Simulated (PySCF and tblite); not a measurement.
The numbers below are computed, except where a source is named.
2 diastereomers of C5H10ClFSi, numbered alike:

```tsv
isomer	SMILES	descriptors (one enantiomer)
A	[F:1][Si@@H:2]1[CH2:3][CH2:4][CH2:5][CH2:6][C@@H:7]1[Cl:8]	2R, 7S
B	[F:1][Si@H:2]1[CH2:3][CH2:4][CH2:5][CH2:6][C@@H:7]1[Cl:8]	2S, 7S
```

Protocol: conformer search, at most 6 conformers an isomer, GFN2-xTB geometries, energies B3LYP/def2-SVP (IEF-PCM, acetone) (D3(BJ) added where defined), weights at 298.15 K with GFN2-xTB thermal terms. Programs: PySCF with density fitting and tblite.

Task: Rank the isomers by free energy at 298.15 K.

Result: 
```json
{"isomer": "B", "ΔG (kcal/mol)": "0.0", "ΔE, lowest conformer": "0.0", "conformers": "2", "largest weight %": "94", "rms dipole (D)": "1.76"}
{"isomer": "A", "ΔG (kcal/mol)": "0.8", "ΔE, lowest conformer": "1.0", "conformers": "2", "largest weight %": "57", "rms dipole (D)": "3.83"}
```

ΔG is for one enantiomer.

Task: If they could interconvert freely, what would the mixture hold (chiral isomers as racemates)?

Result: B 80 %, A 20 %. A racemate gains RT ln 2.
